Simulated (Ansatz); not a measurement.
Reaction (redistribution): `[CH3][Ge][NH2]` + `[OH][Cd][Cl]` → `[NH2][Ge][Cl]` + `[CH3][Cd][OH]`

Calculated with Ansatz (gas phase, PBE0-D4/def2-TZVP geometries, no zero-point term in ΔE). CBS: MP2 limit from def2 TZ/QZ plus the TZ coupled-cluster correction, frozen cores. Functionals use def2-TZVPP. B3LYP here is the variant with VWN-RPA as its local correlation; programs differ in this. Elements past krypton have def2 core potentials. For Cd, Ge outer-core shells are correlated without core-valence functions, which leaves a few kJ/mol of doubt a bond. Scalar relativity is left out up to krypton. Each species was taken in one conformer, which may not be the lowest.

```json
{"level": "LDA (SPW92)", "ΔE (kJ/mol)": "-35.6", "difference from CCSD(T)/CBS": "-22.2"}
{"level": "revPBE-D4", "ΔE (kJ/mol)": "-28.4", "difference from CCSD(T)/CBS": "-15.0"}
{"level": "r2SCANh-D4", "ΔE (kJ/mol)": "-21.0", "difference from CCSD(T)/CBS": "-7.6"}
{"level": "r2SCAN0-D4", "ΔE (kJ/mol)": "-17.2", "difference from CCSD(T)/CBS": "-3.8"}
{"level": "ωB97X-V", "ΔE (kJ/mol)": "-14.5", "difference from CCSD(T)/CBS": "-1.1"}
{"level": "B2PLYP", "ΔE (kJ/mol)": "-23.9", "difference from CCSD(T)/CBS": "-10.5"}
{"level": "PBE-QIDH", "ΔE (kJ/mol)": "-16.4", "difference from CCSD(T)/CBS": "-3.0"}
{"level": "B3LYP", "ΔE (kJ/mol)": "-25.5", "difference from CCSD(T)/CBS": "-12.1"}
{"level": "BHLYP", "ΔE (kJ/mol)": "-13.4", "difference from CCSD(T)/CBS": "0.0"}
{"level": "CAM-B3LYP", "ΔE (kJ/mol)": "-20.5", "difference from CCSD(T)/CBS": "-7.1"}
{"level": "LC-ωPBE", "ΔE (kJ/mol)": "-11.6", "difference from CCSD(T)/CBS": "1.8"}
{"level": "CCSD/def2-SVP", "ΔE (kJ/mol)": "-6.7", "difference from CCSD(T)/CBS": "6.7"}
{"level": "CCSD(T)/def2-SVP", "ΔE (kJ/mol)": "-9.6", "difference from CCSD(T)/CBS": "3.8"}
{"level": "HF/def2-TZVPP", "ΔE (kJ/mol)": "9.1", "difference from CCSD(T)/CBS": "22.5"}
{"level": "SCS-MP2/def2-TZVPP", "ΔE (kJ/mol)": "-22.8", "difference from CCSD(T)/CBS": "-9.4"}
{"level": "HF/def2-QZVPP", "ΔE (kJ/mol)": "11.3", "difference from CCSD(T)/CBS": "24.7"}
{"level": "CCSD(T)/CBS", "ΔE (kJ/mol)": "-13.4", "difference from CCSD(T)/CBS": "0"}
```

Largest T1 diagnostic among the species: 0.015.

From BLYP to BHLYP (50 % exact exchange), in def2-TZVPP and without D4, ΔE moves by +19.8 kJ/mol. At CCSD(T), def2-SVP lies +3.8 kJ/mol from the extrapolated value and def2-TZVPP −4.8 kJ/mol.
